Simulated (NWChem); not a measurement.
System: HSeOI; SMILES O[Se]I

Parts of the log:

```
             Northwest Computational Chemistry Package (NWChem) 7.3.0
             --------------------------------------------------------

 C1  symmetry detected

                             Geometry "geometry" -> ""
                             -------------------------

 Output coordinates in angstroms (scale by  1.889725989 to convert to a.u.)

  No.       Tag          Charge          X              Y              Z
 ---- ---------------- ---------- -------------- -------------- --------------
    1 Se                  34.0000     0.38345574     1.32131544     0.00182428
    2 I                   53.0000    -0.02305572    -1.18505980     0.00449366
    3 O                    8.0000    -1.27622335     1.98291317     0.06767303
    4 H                    1.0000    -1.60575534     2.02013897    -0.84157388

 Effective nuclear repulsion energy (a.u.)     541.8388602480

                                 NWChem DFT Module
                                 -----------------

 Summary of "ao basis" -> "ao basis" (spherical)
 ------------------------------------------------------------------------------
       Tag                 Description            Shells   Functions and Types
 ---------------- ------------------------------  ------  ---------------------
 Se                         def2-svp                12       32   5s4p3d
 I                          def2-svp                10       26   4s4p2d
 O                          def2-svp                 6       14   3s2p1d
 H                          def2-svp                 3        5   2s1p

            General Information
            -------------------
          SCF calculation type: DFT
          Wavefunction type:  closed shell.
          No. of atoms     :     4
          No. of electrons :    68
           Alpha electrons :    34
            Beta electrons :    34
          Charge           :     0
          Spin multiplicity:     1
          Use of symmetry is: off; symmetry adaption is: off
          Maximum number of iterations: 150
          AO basis - number of functions:    77
                     number of shells:    31
          Convergence on energy requested:  1.00D-06
          Convergence on density requested:  1.00D-05
          Convergence on gradient requested:  5.00D-04

              XC Information
              --------------
                  TPSS metaGGA Exchange Functional  1.000
             TPSS03 metaGGA Correlation Functional  1.000

             Grid Information
             ----------------
          Grid used for XC integration:  medium
          Radial quadrature: Mura-Knowles
          Angular quadrature: Lebedev.
          Tag              B.-S. Rad. Rad. Pts. Rad. Cut. Ang. Pts.
          ---              ---------- --------- --------- ---------
          Se                  1.15      112           8.0       590
          I                   1.40      123          10.0       590
          O                   0.60       49          10.0       434
          H                   0.35       45          11.0       434
          Grid pruning is: on
          Number of quadrature shells:   329
          Spatial weights used:  Erf1

      Superposition of Atomic Density Guess
      -------------------------------------

 Sum of atomic energies:       -2821.82933799

      Non-variational initial energy
      ------------------------------

 Total energy =   -2771.713411
 1-e energy   =   -4572.530954
 2-e energy   =    1496.205160
 HOMO         =      -0.221146
 LUMO         =      -0.064929

     ---------------------------------------------
      Total Density - Mulliken Population Analysis
     ---------------------------------------------

    Atom       Charge   Shell Charges
 -----------   ------   -------------------------------------------------------
    1 Se  34    33.50   2.00  2.00  2.00  1.35  0.55  6.00  5.98  1.54  1.99  8.21  1.75  0.14
    2 I   25    25.16   1.83  0.22  1.24  0.67  2.93  3.12  2.54  2.59  9.83  0.20
    3 O    8     8.67   1.99  1.10  0.68  2.94  1.95  0.01
    4 H    1     0.66   0.53  0.07  0.06

   convergence    iter        energy       DeltaE   RMS-Dens  Diis-err
 ---------------- ----- ----------------- --------- --------- ---------
 d= 0,ls=0.0,diis     1  -2774.4860014798 -3.08D+03  1.95D-02  5.38D-01
 d= 0,ls=0.0,diis     2  -2774.3359027167  1.50D-01  1.40D-02  1.79D+00
 d= 0,ls=0.0,diis     3  -2774.5279270915 -1.92D-01  5.79D-03  2.23D-01
 d= 0,ls=0.0,diis     4  -2774.5453962008 -1.75D-02  3.65D-03  3.44D-02
 d= 0,ls=0.0,diis     5  -2774.5506116185 -5.22D-03  1.24D-03  6.45D-03
  Resetting Diis
 d= 0,ls=0.0,diis     6  -2774.5516614403 -1.05D-03  1.93D-04  1.42D-04
 d= 0,ls=0.0,diis     7  -2774.5516838088 -2.24D-05  9.80D-05  8.79D-06
 d= 0,ls=0.0,diis     8  -2774.5516812660  2.54D-06  6.68D-05  2.49D-05
 d= 0,ls=0.0,diis     9  -2774.5516850519 -3.79D-06  1.20D-05  1.49D-06
 d= 0,ls=0.0,diis    10  -2774.5516852218 -1.70D-07  3.06D-06  4.11D-08

         Total DFT energy =    -2774.551685221756
      One electron energy =    -4571.732147194481
           Coulomb energy =     1610.732304326952
    Exchange-Corr. energy =     -118.164225517307
 Nuclear repulsion energy =      304.612383163080

 Numeric. integr. density =       68.000000201503

                       DFT Final Molecular Orbital Analysis
                       ------------------------------------

[...]
```

Level: TPSS/def2-SVP with def2 effective core potentials on I. Geometry: optimised at PBE0/def2-SVP. def2 effective core potentials on I; no spin-orbit coupling.

Reconstruct the input file.

One answer among several that fit: the input that was run:
```
start job
memory heap 200 mb stack 900 mb global 1100 mb
geometry units angstroms noautoz
  Se     0.368547     1.314630    -0.010000
  I     -0.017435    -1.194968     0.000549
  O     -1.294930     1.962723     0.086964
  H     -1.641782     1.997041    -0.815933
end
basis spherical
  Se library def2-svp
  I library def2-svp
  O library def2-svp
  H library def2-svp
end
ecp
  I library def2-ecp
end
dft
  xc xtpss03 ctpss03
  iterations 150
  mulliken
end
task dft energy
```
